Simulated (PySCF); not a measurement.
Problem. Write Cartesian coordinates for `CC/C=N\[SiH3]` as optimised with PBE0-D3(BJ)/def2-SVP.

Solution. 
```xyz
14
C3H9NSi angstrom
C     -2.1080   -0.2529    0.0664
C     -0.9287    0.5287   -0.5022
C     -0.0068    1.0270    0.5759
N      1.2378    0.8531    0.7013
Si     2.4246    0.0028   -0.2514
H     -2.8049   -0.5524   -0.7298
H     -2.6734    0.3483    0.7960
H     -1.7693   -1.1662    0.5793
H     -1.3062    1.4161   -1.0431
H     -0.3673   -0.0755   -1.2314
H     -0.5259    1.6243    1.3579
H      3.0872   -0.9850    0.6489
H      1.9276   -0.7358   -1.4636
H      3.4286    1.0090   -0.7050
```

Orientation and origin are arbitrary. Atoms count from 1 in this order. The C–C distances run from 1.503 Å (C2–C3, drawn single) to 1.525 Å (C1–C2, drawn single), a spread of 0.022 Å. Of the pairs four or more bonds apart, Si5···H10 is among the closest relative to their van der Waals radii: 2.96 Å, 90 % of the sum of Bondi's values. Si5 (SiH3 silicon) is distorted tetrahedral (angles from 107.2° to 117.1°). N4 (C=N nitrogen) is bent (angle 133.1°).

Bonds between heavy atoms (Å): C1–C2 1.525, C2–C3 1.503, C3=N4 1.263, N4–Si5 1.743.

Computed with PBE0-D3(BJ)/def2-SVP geometry optimisation, gas phase (PySCF).

Point group: C1 (no symmetry element, even within 0.4 Å). Whether it is a minimum is left open (no frequencies). The numbers are those of one conformer (C1–C2–C3–N4 125°).
